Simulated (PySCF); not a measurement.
SiCl4.
SMILES: `Cl[Si](Cl)(Cl)Cl`

Linear response at PBE0/aug-cc-pVTZ (PySCF, frozen core in the response, non-relativistic). Geometry: PBE0-D3(BJ)/def2-TZVP; no solvent, vibrations or thermal averaging.

Static isotropic polarisability: 76.44 au (11.33 Å³), principal values 76.4, 76.4, 76.5 au.

What is the polarisability at 1064 nm and at the sodium D line?

77.04 au at 1064 nm (+0.8 %), 78.44 au at 589.3 nm (+2.6 %). The rise at 589.3 nm is 3.34 times that at 1064 nm; a pure ω² law gives 3.26. The lowest singlet lies at 168 nm, shorter than both wavelengths.

What is the isotropic C6 coefficient between two such molecules, C6 = (3/π)∫α(iω)² dω?

2351 au (Eh·bohr⁶) by a ten-point quadrature over imaginary frequencies, which is 1410 eV·Å⁶ or 136 J·nm⁶/mol.

Which effective excitation energy ω̄ makes London's formula C6 = (3/4)α²ω̄ exact here?

ω̄ = 4·C6/(3α²) = 0.537 Eh = 14.6 eV. A one-pole form α(ω) = α/(1 − ω²/ω̄²) fitted to the 1064 nm value gives 13.2 eV.

The lowest 10 singlets have (eV, f): 7.36, 0.000; 7.36, 0.000; 7.36, 0.000; 8.25, 0.082; 8.25, 0.083; 8.25, 0.083; 8.30, 0.000; 8.30, 0.000; 8.45, 0.000; 8.54, 0.000. What share of the static polarisability do they carry in the sum over states α = Σ f/ω²?

2.69 au, 3.5 % of α; the largest term, 0.90 au, is that of the state at 8.25 eV. Their oscillator strengths add up to 0.25. Higher states carry the rest.

What molar refraction at the D line follows from R = (4π/3)·N_A·α′, with α′ the polarisability volume?

α′ = 11.62 Å³ gives R = 29.32 cm³/mol, for isolated, non-vibrating species.

How anisotropic is the static polarisability, by Δα² = ½[(α1 − α2)² + (α2 − α3)² + (α3 − α1)²]?

Δα = 0.0 au, or 0.00 of the isotropic value.

Hardware: Intel Xeon at 2.50 GHz, 2 threads, shared host. Cost: 74 s wall, 2.1 min CPU, 0.97 GiB resident at most. This is the whole response run at PBE0/aug-cc-pVTZ, SCF included.
